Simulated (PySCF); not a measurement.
All values below come from PySCF 2.14.0 with TPSSh-D3(BJ)/def2-TZVP // r2SCAN-D4/def2-SVP. All species are isolated molecules in the gas phase. One relaxed conformer stands for a flexible species; it need not be the lowest. 

Reference species: [Zn(SH)2] (neutral, multiplicity 1).

```
Property                                                        Value
------------------------------------------------------------  -------
HOMO–LUMO gap                                                 5.57 eV
mean distance from the central atom to its bonded neighbours  2.164 Å
```

Changed species: [Zn(OH)2] (0 of 2 OH replaced by SH; the reference has 2 of 2 OH replaced by SH).

Problem. Predict the effect on the HOMO–LUMO gap and mean distance from the central atom to its bonded neighbours.

Solution. the HOMO–LUMO gap goes up by 0.50 eV, to 6.07 eV; the mean distance from the central atom to its bonded neighbours decreases by 0.403 Å, to 1.761 Å.
